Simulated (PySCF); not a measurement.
SiOBr, SMILES O=[Si]Br, multiplicity 2.

The structure is a stationary point at TPSSh-D3(BJ)/def2-TZVP.

All values below come from PySCF with TPSSh-D3(BJ)/def2-TZVP.

Frequencies are harmonic and unscaled.

Computed normal modes with their intensities:
```json
[
 {"mode": "1", "ν (cm⁻¹)": "199", "IR (km/mol)": "9.2", "moving atoms (share of kinetic energy)": "O 59 %, Si 24 %, Br 16 %"},
 {"mode": "2", "ν (cm⁻¹)": "395", "IR (km/mol)": "75.3", "moving atoms (share of kinetic energy)": "Si 70 %, Br 23 %"},
 {"mode": "3", "ν (cm⁻¹)": "1169", "IR (km/mol)": "61.6", "moving atoms (share of kinetic energy)": "O 63 %, Si 37 %"}
]
```
